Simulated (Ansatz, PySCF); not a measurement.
Reaction (SMILES): CCCCCCO -> CCCC[CH]CO + H atom (the C-H bond at the site shown breaks; other sites are not compared here)
Structures are relaxed separately at B3LYP-D3(BJ)/def2-TZVP in Ansatz (a program for electronic structure), one conformer each, not searched for the lowest. Frequencies are from Ansatz or PySCF.

Wanted: bond dissociation energy (enthalpy at 298 K, with B3LYP-D3(BJ) rigid-rotor harmonic-oscillator terms), in eV. Correlated levels leave the core frozen unless marked. Open shells are spin-unrestricted. No spin-orbit coupling. No relativistic terms. CBS(X,Y): correlation extrapolated as X^-3; Hartree-Fock from the larger set. [CCSD(T)-MP2]/basis is that difference in the basis named.

RI-MP2/CBS(cc-pVTZ,cc-pVQZ)+[CCSD(T)-MP2]/cc-pVTZ (Ansatz) gives 4.34 eV.

### Question
Another calculation gave 4.19 eV. Which level was it?
(A) SVWN5/def2-TZVPD (Ansatz)
(B) CAM-B3LYP/def2-TZVPD (Ansatz)
(C) revPBE/def2-TZVPD (Ansatz)

### Answer
B, CAM-B3LYP/def2-TZVPD (Ansatz). The others give 3.96 (revPBE), 4.55 (SVWN5) eV.
